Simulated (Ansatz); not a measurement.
`[O]=[Ta]([OH])([F])[Cl]` + `[F][Al]([F])[SeH]` → `[O]=[Ta]([OH])([F])[F]` + `[F][Al]([Cl])[SeH]`  (redistribution)

Isolated molecules relaxed with PBE0-D4/def2-TZVP in Ansatz; ΔE leaves out vibrations. CCSD(T)/CBS adds triple-zeta CCSD(T) − MP2 to the extrapolated MP2 energy (def2 sets, frozen cores). DFT in def2-TZVPP. B3LYP here is the variant with VWN-RPA as its local correlation; programs differ in this. Elements past krypton have def2 core potentials. For Se, Ta outer-core shells are correlated without core-valence functions, which leaves a few kJ/mol of doubt a bond. Scalar relativity is left out up to krypton. Each species was taken in one conformer, which may not be the lowest.

```csv
level,ΔE (kJ/mol),difference from CCSD(T)/CBS
revPBE-D4,-11.2,-11.3
B97M-V,-7.3,-7.4
B3LYP-D4,-6.1,-6.2
ωB97X-V,-11.3,-11.4
ωB97M-V,-8.7,-8.8
BLYP,-7.4,-7.5
r2SCAN,-8.6,-8.7
r2SCAN0,-6.9,-7.0
LC-ωPBE,-14.8,-14.9
RPA@PBE/def2-TZVPP,-1.1,-1.2
CCSD/def2-SVP,-15.4,-15.5
CCSD/def2-TZVPP,-2.6,-2.7
MP2/def2-QZVPP,7.4,7.3
HF/CBS(def2),-5.0,-5.1
MP2/CBS(def2),7.0,6.9
CCSD/CBS(def2),-1.6,-1.7
CCSD(T)/CBS,0.1,0
```

Largest T1 diagnostic among the species: 0.020.

At CCSD(T), def2-SVP lies −14.4 kJ/mol from the extrapolated value and def2-TZVPP −1.0 kJ/mol. Leaving LDA and LC-ωPBE aside and taking each functional with its dispersion term where it has one, the values, not all of them listed here, spread over 9.3 kJ/mol, from ωB97X-V to B2PLYP. In def2-TZVPP, CCSD(T) changes the Hartree–Fock value by +6.9 kJ/mol (the triples alone add +1.7 kJ/mol) and MP2 by +13.8 kJ/mol.
